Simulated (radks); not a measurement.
Spherical quantum dot in the effective-mass picture: electrons in a hard-walled sphere of radius 3.19, all in effective atomic units (hartree* = m*/eps^2 hartree, bohr* = eps/m* bohr), one dielectric constant everywhere. Calculated with a radial shooting solver with Libxc functionals: non-relativistic Kohn-Sham, LDA (Slater exchange, Perdew-Wang correlation), spin-polarised, spherical densities. Levels are named by radial order and angular momentum (1s, 1p, 1d, 2s, ...), and open shells are averaged over m. Results are scaled to m* = 0.048 and eps = 15.8, for which hartree* = 5.232 meV and bohr* = 17.42 nm.

N = 24, configuration 1s2 1p6 1d10 1f(up 6, down 0). This is the lowest configuration that the search found. Occupied and some empty levels:

level    occupation  eigenvalue (meV)  <r> (nm)
1s up             1            52.766     36.95
1s down           1            53.163     36.68
1p up             3            54.157     38.59
1p down           3            54.583     38.46
1d up             5            56.521     39.93
1d down           5            56.966     39.86
1f up             6            59.731     41.03
1f down           0            60.189     40.99
2s up             0            61.636     24.92
2s down           0            61.794     24.95
1g up             0            63.719     41.95
1g down           0            64.185     41.93
2p up             0            66.161     29.07
2p down           0            66.373     29.03
2d up             0            71.495     31.72
2d down           0            71.750     31.67

Energy (meV): total 767.415, kinetic 222.45, external 0, Hartree 611.10, exchange-correlation -66.136.
